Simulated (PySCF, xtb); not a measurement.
Si(F)3(Et) (C2H5F3Si), SMILES CC[Si](F)(F)F.

GFN2-xTB run with xtb at its own geometry gives an orbital gap of 7.73 eV and a dipole moment of 3.17 D.

The structure is a stationary point at B3LYP-D3(BJ)/def2-SVP. Other conformers were not sampled.

Task: What does PySCF with r2SCAN/def2-TZVP give? (The exact figures need the calculation; the answer reports its results.)

Result: gap 8.94 eV (levels -8.46 and 0.48 eV), dipole 2.67 D.
